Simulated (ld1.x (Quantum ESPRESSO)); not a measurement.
## u(r) = r·R(r): atom against pseudo-atom (iodine (I))

Columns: radius, all-electron u(r) and pseudo u(r) of the 5s shell (level -17.59 eV) of iodine in the configuration [Kr] 4d10 5s1.75 5p5.25; PBE, scalar-relativistic, RRKJ scheme, ld1.x (Quantum ESPRESSO) 7.5.

| r (bohr) | all-electron | pseudo |
| --- | --- | --- |
| 0.088 | -0.1785 | 0.0747 |
| 0.175 | 0.1780 | 0.1410 |
| 0.262 | 0.2575 | 0.1935 |
| 0.350 | 0.0268 | 0.2285 |
| 0.438 | -0.2390 | 0.2457 |
| 0.525 | -0.3940 | 0.2496 |
| 0.612 | -0.4170 | 0.2475 |
| 0.700 | -0.3346 | 0.2473 |
| 0.788 | -0.1874 | 0.2563 |
| 0.875 | -0.0142 | 0.2805 |
| 0.962 | 0.1614 | 0.3254 |
| 1.050 | 0.3256 | 0.3951 |
| 1.138 | 0.4677 | 0.4865 |
| 1.225 | 0.5831 | 0.5852 |
| 1.312 | 0.6734 | 0.6734 |
| 1.400 | 0.7409 | 0.7409 |
| 1.487 | 0.7867 | 0.7867 |
| 1.575 | 0.8148 | 0.8148 |
| 1.662 | 0.8271 | 0.8271 |
| 1.750 | 0.8267 | 0.8267 |
| 1.838 | 0.8160 | 0.8160 |
| 1.925 | 0.7973 | 0.7973 |
| 2.012 | 0.7724 | 0.7724 |
| 2.100 | 0.7425 | 0.7425 |
| 2.188 | 0.7093 | 0.7093 |
| 2.275 | 0.6743 | 0.6743 |

(1) How many radial nodes do the two functions have?

(2) At about which radius was the pseudo-wave matched?

(3) Is the pseudo-wave norm-conserving?

Results:

(1) The all-electron 5s function has n − l − 1 = 4 (the table is too coarse to show those close to the nucleus); the pseudo-wave has 0, since the states of the same l below it are removed with the core.

(2) 1.35 bohr, where the columns begin to agree (steps of 0.09 bohr).

(3) Yes: the RRKJ scheme keeps the norm inside the radius equal to the all-electron one, which fixes the energy derivative of the logarithmic derivative at the level.
